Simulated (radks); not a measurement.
Results of a calculation; reference values are marked as such.
The nuclear charge of the niobium ion Nb+ is varied continuously with 40 electrons held in [Kr] 4d4. Level of theory: scalar-relativistic Kohn-Sham, PBE, spin-polarised, spherical densities, finite nucleus; open shells are filled with parallel spins first (spin-orbit coupling, left out, can overturn this in heavy ions); Fermi nuclear charge, rms radius 4.324 fm (a radial shooting solver on a logarithmic mesh with Libxc functionals). By the Hellmann-Feynman theorem dE/dZ = E(electron-nucleus)/Z, the electronic potential at the nucleus (averaged over a nucleus of fixed radius). The scalar-relativistic energy here is not variational (the density holds large components alone), so the two differ by a part that grows with Z.

Z = 40.5: E (hartree) -3707.99645; E(electron-nucleus)/Z (hartree) -220.495; HOMO 4d; e(HOMO) (eV) -5.508; <r> HOMO (bohr) 2.286
Z = 41: E (hartree) -3819.41404; E(electron-nucleus)/Z (hartree) -224.216; HOMO 4d; e(HOMO) (eV) -10.150; <r> HOMO (bohr) 2.032
Z = 41.5: E (hartree) -3932.70030; E(electron-nucleus)/Z (hartree) -227.928; HOMO 4d; e(HOMO) (eV) -15.665; <r> HOMO (bohr) 1.851
Z = 42: E (hartree) -4047.85236; E(electron-nucleus)/Z (hartree) -231.635; HOMO 4d; e(HOMO) (eV) -21.936; <r> HOMO (bohr) 1.713

The central difference of E at Z = 41 is -224.704 hartree, to compare with the third column; the second derivative is -7.47 hartree.
